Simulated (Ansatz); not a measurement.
System: C2H11Si3, net charge -1, singlet state. It need not be the lowest isomer of its formula. Whether it binds its extra electron was not tested at this geometry. 
Coordinates optimised at B3LYP-D3(BJ)/def2-TZVP (Ansatz, an electronic-structure program):
```
Si
C 1 1.9156
H 2 1.0922 1 110.68
H 2 1.0940 3 108.47 1 124.10
H 2 1.0944 3 107.46 4 116.61
C 1 1.9167 2 104.27 3 172.51
H 6 1.0921 1 110.37 2 -174.33
H 6 1.0939 7 107.36 1 118.69
H 6 1.0954 7 108.52 8 116.98
Si 1 2.3607 2 112.39 3 -56.25
H 10 1.5345 1 92.08 2 -170.07
H 10 1.5397 11 94.68 1 -90.40
Si 1 2.3642 2 103.20 3 64.94
H 13 1.4952 1 113.96 2 -61.55
H 13 1.4955 14 105.12 1 125.52
H 13 1.5031 14 104.22 15 109.22
```
Charge -1, spin multiplicity 1.

Total electronic energies in hartree. Cores are frozen in the correlated levels unless marked. No spin-orbit coupling. No relativistic terms. Basis-set limits of correlation are two-point, X^-3; Hartree-Fock from the larger set. The bracket is a focal-point correction in the basis named.

| level | program | energy (Eh) |
|---|---|---|
| HF/cc-pV(D+d)Z | Ansatz | -948.94632 |
| PBE-D4/def2-TZVPD | Ansatz + dftd4 | -950.83916 |
| r2SCAN/def2-TZVPD | Ansatz | [?] |
| B3LYP-D3(BJ)/def2-TZVPD | Ansatz + dftd3 | -951.49935 |
| PBE0/STO-3G | Ansatz | -939.74027 |
| BHLYP-D3(BJ)/def2-TZVPD | Ansatz + dftd3 | -951.35618 |
| B2PLYP-D4/def2-TZVPD | Ansatz + dftd4 | -950.94581 |
| RPA@PBE/cc-pV(Q+d)Z | Ansatz | -950.45437 |
| MP2/cc-pV(T+d)Z | Ansatz | -949.76676 |
| SCS-MP2/cc-pV(D+d)Z | Ansatz | -949.57666 |
| SCS-MP2/cc-pV(T+d)Z | Ansatz | -949.79035 |
| CCSD/STO-3G | Ansatz | -938.18898 |
| CCSD/cc-pV(Q+d)Z | Ansatz | -949.90536 |
| CCSD(T)/STO-3G | Ansatz | -938.19133 |
| RI-MP2/CBS(aug-cc-pV(T+d)Z,aug-cc-pV(Q+d)Z)+[CCSD(T)-MP2]/aug-cc-pV(T+d)Z | Ansatz | -949.9894 |

**Question.** Fill in the missing entries.

**Answer.** 
- r2SCAN/def2-TZVPD, energy (Eh): -951.26266
